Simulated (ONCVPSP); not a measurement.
Before and after: ONCV potential for silicon (Si)

ONCVPSP 4.0.1 input, shortened (lines: element, Z, core and valence counts, functional; n l f; lmax; l rc ep ncon nbas qcut; lloc lpopt rc5 dvloc0; l nproj debl; icmod fcfact rcfact), LDA (Perdew-Wang 92), scalar-relativistic:

```
  Si 14.00    3    2  -001012      upf
    1    0    2.00
    2    0    2.00
    2    1    6.00
    3    0    2.00
    3    1    1.75
    1
    0    1.85    0.00    5    9    4.00
    1    1.85    0.00    3    6    4.40
    0    5    1.85    0.00
    0    0    2.00
    1    1    2.50
    0    0.00    0.00
```

Change: core correction polynomial model core, fcfact 0.3.

Cutoffs: the cutoffs (Ha) at which the residual kinetic energy of the hardest occupied pseudo-wave falls to 1 and 0.1 mHa per electron; they do not see the model core or the augmentation charge, which bear on the density cutoff. Errors are all-electron minus pseudo energies relative to the spin-unpolarised reference configuration.

What does the change do?

The potential gets neither clearly harder nor softer (7.8 Ha and 29 Ha → 7.8 Ha and 29 Ha); of the 4 tests that both files solve, the error grows in 0 and shrinks in 3 by more than 15 % and 0.3 meV (median size 17.3 → 8.7 meV); neither file shows a bound ghost. Exchange and correlation are not linear in the density, so unscreening with the valence charge alone errs where core and valence overlap; a model core restores that term. A model core, the more so a compact one, raises the density cutoff, which this test does not measure.

```tsv
quantity	base	changed
cutoff, loose	7.8 Ha	7.8 Ha
cutoff, tight	29 Ha	29 Ha
bound ghosts	none	none
GHOST(+) flags under 300 eV	none	none
error for 3s2 3p2, meV [ΔE -1.26 eV]	+0.2	+0.2
error for 3s2 3p1, meV [ΔE 6.57 eV]	+2.8	+1.8
error for 3s2 3p0, meV [ΔE 22.67 eV]	+32	+16
error for 3s1 3p0, meV [ΔE 56.81 eV]	+223	+55
s: phases at 1.88 bohr within 0.05 rad from the reference energy up to (Ha; the scan ends near 5)	2.1	2.1
p: phases at 1.88 bohr within 0.05 rad from the reference energy up to (Ha; the scan ends near 5)	1.8	1.8
```
